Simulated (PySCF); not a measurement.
**Structure from 2D NMR**

Compound of formula C10H14. Correlations simulated from computed shifts and the bond graph:

HSQC (one-bond C–H):
| δH | δC |
| --- | --- |
| 7.13 | 131.7 |
| 2.48 | 35.1 |
| 1.11 | 21.7 |

COSY cross peaks (H two or three bonds apart, from the bond graph; peaks can be absent where the dihedral angle is near 90°):
| δH | δH |
| --- | --- |
| 2.48 | 1.11 |

HMBC (two and three bonds, from the bond graph):
| δH | δC |
| --- | --- |
| 7.13 | 146.0, 131.7, 35.1 |
| 2.48 | 146.0, 131.7, 21.7 |
| 1.11 | 146.0, 35.1 |

Carbons without hydrogens: δ 146.0.

Non-relativistic Hamiltonian, one averaged value for each set of equivalent atoms, in vacuum, one conformer. NMR shieldings at PBE/pcSseg-1/GIAO; PBE0-D3(BJ)/def2-SVP structure; PySCF.

Scale: 1H, 13C against TMS (reference shieldings calculated alike).

Exchangeable hydrogens are left out of these lists.

Problem. Assemble the structure.

Solution. p-diethylbenzene (SMILES c1c(CC)ccc(CC)c1).

Structure with atom numbers: `[CH3:1][CH2:2][c:3]1[cH:4][cH:5][c:6]([CH2:7][CH3:8])[cH:9][cH:10]1`. Hydrogens are named by the atom that carries them.

δC 146.0 is C3/C6, a substituted aromatic carbon. δC 131.7 is C4/C5/C9/C10, an aromatic CH (δH 7.13). δC 35.1 is C2/C7, an sp3 CH2 on an aromatic ring (δH 2.48). δC 21.7 is C1/C8, a methyl carbon (δH 1.11). HMBC from δH 7.13 reaches the proton-free carbon C3/C6. HMBC from δH 2.48 reaches the proton-free carbon C3/C6. HMBC from δH 1.11 reaches the proton-free carbon C3/C6. COSY links 2.48–1.11.

The shifts were computed for this structure.

Shifts are as computed. Against solution values, carbons near 30 ppm lie about +2 ppm off and those near 130 ppm about +2 ppm. Of 1211 compounds with measured shifts, 218 miss one by over three times the rms of a fit or turn the order of signals round; such compounds aren't used in these exercises.
